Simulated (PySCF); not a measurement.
Vertical excitations of a molecule CH10N2Si3 from PySCF with TDA-ωB97X/def2-SVPD, as energy in eV (oscillator strength): 5.50 (0.003), 6.15 (0.161), 6.52 (0.039), 6.64 (0.037), 6.83 (0.184), 7.06 (0.008). Lowest triplet (TDA): 4.95 eV. Geometry: PBE0-D3(BJ)/def2-SVP. Other conformers were not sampled.

Q: Identify the compound among the candidates.
(A) C[Si@H]1N[Si@@H](N)[SiH2]1
(B) N[Si@@H]1[SiH2]N[C@H]1[SiH3]
(C) C1N[SiH2]N[SiH2][SiH2]1
(D) N[SiH2]C1[SiH2]N[SiH2]1

A: A, C[Si@H]1N[Si@@H](N)[SiH2]1
